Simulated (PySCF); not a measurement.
## Predicted spectroscopic data

PySCF 2.14 calculation with GFN2-xTB geometry and GIAO PBE0/pcSseg-1 shieldings; no relativistic terms, no solvent model, a single conformation, rapidly exchanging positions averaged.

Referencing at the same level of theory: TMS for 1H and 13C. Splittings of carbon signals by F and P are missing where no couplings were computed. Where no couplings were computed, multiplicities follow the n + 1 count of equivalent neighbours, and m marks all less simple cases (inequivalent or close neighbours, rings, F or P nearby). Shifts are as computed. Against solution values, carbons near 30 ppm lie about +3 ppm off and those near 130 ppm about +5 ppm. Of 1211 compounds with measured shifts, 218 miss one by over three times the rms of a fit or turn the order of signals round; such compounds aren't used in these exercises.

Compound 1 (C$_{5}$H$_{5}$F$_{3}$O). 1H NMR (400 MHz, computed): δ 5.38 (m, 1H), 4.82 (m, 1H), 4.75 (m, 1H), 3.20 (m, 1H), 2.64 (m, 1H). 13C{1H} NMR (computed): δ 169.1, 144.3, 80.5, 69.7, 31.7. Structure: `C(F)(F)=C(F)[C@@H]1CCO1`.

Compound 2 (C$_{6}$H$_{11}$N$_{2}$P). 1H NMR (400 MHz, computed): δ 8.45 (m, 1H), 4.18 (sept, 1H), 2.87 (m, 3H), 1.60 (d, 6H). 13C{1H} NMR (computed): δ 182.7 (C), 164.7 (CH), 60.2 (CH), 25.5 (CH3), 21.4 (CH3). Structure: `CC(n1nc(C)pc1)C`.
